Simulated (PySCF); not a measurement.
Species: C₅H₅F₃N (doublet state).
Geometry (GFN2-xTB, Å), atoms numbered from 1 in this order:
```xyz
14
C5H5F3N angstrom
F      2.5435   -0.5459    0.9439
C      2.0121    0.2035   -0.0450
F      2.4684    1.4542    0.1235
F      2.5993   -0.2458   -1.1842
C      0.5396    0.1343   -0.0624
C     -0.3793    1.0722   -0.5381
C     -1.6406    0.5826   -0.3516
C     -1.5518   -0.7637    0.2932
N     -0.1290   -1.0020    0.3523
H     -0.1114    2.0169   -0.9697
H     -2.5680    1.0531   -0.6043
H     -2.0141   -0.7782    1.2932
H     -2.0433   -1.5491   -0.2990
H      0.2738   -1.6325    1.0259
```

The hyperfine couplings belong to this conformer and change with its torsions.

The species is `N1CC=C[C]1C(F)(F)F` [radical].

The calculation used UKS B3LYP, pcH-1 on C F H N, non-relativistic, mean-field spin-orbit, GIAO in PySCF. Isolated species at its GFN2-xTB geometry, gas phase. A GFN2-xTB geometry isn't a minimum of the functional, and hyperfine couplings can be far from their values at a DFT geometry. Stability of the SCF solution: not tested.

Problem. Break the g tensor into its mass correction, gauge correction and orbital-Zeeman/spin–orbit terms.

Solution. 
```
                    Δg (ppm)     1     2     3
relativistic mass correction  -188  -188  -188
            gauge correction    13    52    45
   orbital Zeeman/spin–orbit    58   489  1183
                       total  -117   354  1041
```

So g = 2.00220, 2.00267, 2.00336 and g_iso = 2.00275; the tensor is rhombic: the two nearest values differ by 41 % of g3 − g1. Axes: g2 points within 12° of the C5–N9 bond and g3 points within 3° of the C7–H11 bond.

Problem. How much does each term add to the isotropic shift?

Solution. The orbital-Zeeman/spin–orbit term 577, the mass correction -188 and the gauge correction 37 ppm, for a total of 426 ppm. The orbital-Zeeman/spin–orbit term is the largest in size. The mass correction is the same along every axis, so the anisotropy comes from the other two: their spans along these axes are 39 (gauge) and 1126 ppm (orbital Zeeman/spin–orbit).

Problem. What effective moment and Curie constant follow for a powder?

Solution. With the mean of g² = 4.0110 and S(S+1) = 0.75: μ_eff = √(⟨g²⟩S(S+1)) = 1.734 μB and χT = 0.12505·⟨g²⟩·S(S+1) = 0.376 cm³ K/mol (cgs; spin-Hamiltonian part alone).

Problem. At 9.518 GHz, how far is the centre of the isotropic spectrum from where a free electron (g = 2.002319) resonates?

Solution. B = hν/(g μB) with μB/h = 13.99624 MHz/mT gives 339.63 mT for the free electron and 339.55 mT at g_iso, 0.07 mT lower.

Problem. In a frozen sample, at which fields do the three g values resonate at 9.5, 34, 94 and 263 GHz (hyperfine left aside), and which band first spreads them over more than twice a line width of 0.5 mT?

Solution. 
```tsv
band	GHz	B(g3) mT	B(g2) mT	B(g1) mT	spread mT
X	9.5	338.81	338.92	339.00	0.20
Q	34.0	1212.57	1212.99	1213.28	0.70
W	94.0	3352.41	3353.56	3354.35	1.94
J	263.0	9379.62	9382.83	9385.04	5.42
```

The spread grows in proportion to the frequency. W band is the first where it exceeds 1.0 mT.

The largest Mulliken spin populations are on C7 (+0.48), C5 (+0.47), C6 (-0.19) and N9 (+0.18). Three atoms exceed +0.15. The positive populations add up to 1.28 and the negative ones to -0.28, together 2S = 1.

The HOMO–LUMO gaps are 4.87 eV among the α and 5.36 eV among the β orbitals.

Time: 73 s (with the writing of density and orbital grids); peak memory 1.1 GiB. Hardware: one thread of an Arm Neoverse V1, shared host.
